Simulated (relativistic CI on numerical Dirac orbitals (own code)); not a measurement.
# Spin-allowed bands of a d8 ion in an octahedral site, by hand

Problem. A d8 ion in an octahedral site has a 3A2 ground term and spin-allowed bands at ν1 = 10340 and ν2 = 16842 cm⁻¹ (from a computed ligand-field model). Find Δ and the Racah parameter B, and predict the third band.

Working.
1. The F term splits into A2 (−1.2Δ), T2 (−0.2Δ) and T1 (+0.6Δ), so ν1 = E(T2) − E(A2) = Δ = 10340 cm⁻¹.
2. T1(F) mixes with T1(P), which lies at 15B, through an element 0.4Δ. The two roots, counted from A2, are ν2,3 = ½(15B + 3Δ) ∓ ½√[(15B − Δ)² + 12BΔ].
3. Solving the lower root for B gives B = (2ν1² + ν2² − 3ν1ν2)/(15ν2 − 27ν1) = -24954676/-26550 = 940 cm⁻¹.
4. The sum of the roots is 15B + 3Δ, so ν3 = 15B + 3ν1 − ν2 = 28277 cm⁻¹ (354 nm).

Check. The bands were computed by exact diagonalisation of the d8 shell with B = 940 and Δ = 10340 cm⁻¹, which gives ν3 = 28278 cm⁻¹. C does not enter the terms of highest spin.
